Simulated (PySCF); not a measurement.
CClF₂, SMILES Cl[C](F)F, multiplicity 2. Atoms are numbered in the order given.

```xyz
4

F     -1.0614     0.0792     1.0862
C     -0.4243    -0.3267     0.0000
F     -1.0614     0.0792    -1.0862
Cl     1.2736     0.0315     0.0000
```
Charge 0, spin multiplicity 2.

Geometry optimised at B3LYP-D3(BJ)/def2-TZVP. The isomer is the one that the SMILES or the coordinates give; other isomers of the formula were not compared.

The numbers are results of PBE0/pcH-1 run with PySCF, not measurements.

Unrestricted Kohn–Sham, ⟨S²⟩ = 0.752. Hyperfine tensors hold the contact and dipolar terms, without spin-orbit corrections.

Computed hyperfine couplings:
| nucleus | A(iso) (MHz) | A(iso) (G) | dipolar principal values (MHz) |
|---|---|---|---|
| 19F no. 1 | 283.1 | 101.0 | -214.7, -195.0, 409.7 |
| 13C no. 2 | 649.0 | 231.6 | -69.0, -68.8, 137.8 |
| 19F no. 3 | 283.1 | 101.0 | -214.7, -195.0, 409.7 |
| 35Cl no. 4 | 38.3 | 13.7 | -30.8, -24.4, 55.2 |

Question: And the g tensor (effective nuclear charges for spin-orbit coupling, GIAO)? (The exact figures need the calculation; the answer reports its results.)

Answer: principal values 2.0014, 2.0054, 2.0076; isotropic 2.0048.
